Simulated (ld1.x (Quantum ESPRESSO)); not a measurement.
indium, ultrasoft: configuration errors across variants

* Element: indium (In)
* Generator: ld1.x (Quantum ESPRESSO) 7.5
* Type: ultrasoft
* Functional: PW91
* Relativity: scalar-relativistic
* Frozen core: [Kr]
* Valence charge: 13
* Reference configuration: 4d10 5s2 5p1
* Partial waves: 5s (bound): rcut 1.90, rcutus 2.10 bohr; 5s channel at 1.8 Ry: rcut 1.90, rcutus 2.10 bohr; 5p (bound): rcut 2.55, rcutus 3.25 bohr; 5p channel at 0.35 Ry: rcut 2.55, rcutus 3.25 bohr; 4d (bound): rcut 1.65, rcutus 1.95 bohr; 4d channel at 0.25 Ry: rcut 1.65, rcutus 1.95 bohr
* Local potential: all-electron potential smoothed inside 2.10 bohr (lloc = -1)
* Core correction: Bessel-smoothed model core inside 1.10 bohr
* Augmentation charge: PSQ, radius 1.65 bohr

All-electron excitation energies from the reference (eV): (1) 4d10 5s2 5p0 5.419; (2) 4d10 5s1 5p0 24.743; (3) 4d10 5s0 5p0 53.161; (4) 4d10 5s2 5p0.5 1.964; (5) 4d10 5s1 5p2 5.873; (6) 4d10 5s1 5p1 12.041; (7) 4d10 5s0 5p3 12.010.

Tests that are not counted but printed errors over 1 eV. “local potential all-electron potential smoothed inside 3.10 bohr (lloc = -1)”: 4d10 5s0 5p0 (solver errors, printed error -1063 eV).

2 further variants failed, have other tests or another functional or relativity, and are left out.

Errors AE − PS in meV (a dash: test not solved or not reliable):

| change | (1) | (2) | (3) | (4) | (5) | (6) | (7) | bound ghosts |
| --- | --- | --- | --- | --- | --- | --- | --- | --- |
| base | -1.3 | -7.6 | -25 | -0.5 | -1.2 | -2.8 | -2.7 | none |
| core correction Bessel-smoothed model core inside 0.94 bohr | -1.3 | -7.6 | -25 | -0.5 | -1.2 | -2.8 | -2.7 | none |
| augmentation PSQ, inside the norm-conserving radii | -3.9 | -14 | -41 | -0.9 | -2.6 | -2.7 | -11 | none |
| waves 5s (bound): rcut 1.90, rcutus 2.04 bohr; 5s channel at 1.8 Ry: rcut 1.90, rcutus 2.04 bohr | -1.3 | -7.5 | -25 | -0.5 | -1.1 | -2.7 | -2.5 | none |
| local potential all-electron potential smoothed inside 3.10 bohr (lloc = -1) | -1.3 | -7.8 | – | -0.5 | -1.2 | -2.8 | – | none |
| wave 5s channel at 1.8 Ry: rcut 1.90, rcutus 2.10 bohr becomes 5s channel at 4.28 Ry: rcut 1.90, rcutus 2.10 bohr | -1.3 | -7.4 | -25 | -0.5 | -1.2 | -2.7 | -2.7 | none |
| type TM; waves now 5s (bound): rc 2.10 bohr; 4d (bound): rc 1.95 bohr; 5p (bound): rc 3.25 bohr; local potential the p channel | +3.1 | +25 | -95 | +0.4 | +4.5 | +13 | +12 | none |
| all radii but the core radius scaled by about 1.15 (s 2.42, p 3.74, d 2.24 bohr, rcut 2.20/2.94/1.90); local potential all-electron potential smoothed inside 2.42 bohr (lloc = -1); augmentation PSQ, radius 1.90 bohr | -1.6 | -17 | -68 | -0.5 | -3.1 | -6.0 | -10 | none |
| waves 5p (bound): rcut 2.55, rcutus 3.94 bohr; 5p channel at 0.35 Ry: rcut 2.55, rcutus 3.94 bohr | -1.3 | -7.5 | -25 | -0.5 | -1.1 | -2.5 | -2.1 | none |

Give the same row for: waves 4d (bound): rcut 1.65, rcutus 2.80 bohr; 4d channel at 0.25 Ry: rcut 1.65, rcutus 2.80 bohr.

–, –, –, –, –, –, –; bound ghosts: none.
